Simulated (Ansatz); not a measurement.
H3MoNO3, SMILES [OH][Mo](=[NH])([OH])=[O], multiplicity 1.

Geometry optimised at r2SCAN-D4/def2-SVP. The spin state was assumed, not searched. The structure was generated by enumeration; whether it is a known compound was not checked. The def2 effective core potentials stand for the cores of Mo; spin–orbit coupling is left out. One conformer was computed; it need not be the lowest.

Two levels are set side by side: PBE/def2-SVPD (Ansatz, an electronic-structure program) and CAM-B3LYP/def2-SVPD (Ansatz). Energy differences of separate SCF runs at the same geometry; the states with an electron removed or added have multiplicity 2 and 2. Differences are taken from unrounded values.

```csv
quantity,CAM-B3LYP
vertical ionisation energy (eV),10.58
vertical electron affinity (eV),0.30
vertical singlet–triplet gap (eV),3.79
```

**Question.** What does PBE give, and how far is it from CAM-B3LYP? (An estimate is asked for; the answer gives what the named calculation found.)

**Answer.** 
| quantity | PBE | PBE minus CAM-B3LYP |
|---|---|---|
| vertical ionisation energy (eV) | 10.22 | -0.36 |
| vertical electron affinity (eV) | -0.22 | -0.52 |
| vertical singlet–triplet gap (eV) | 4.17 | 0.38 |
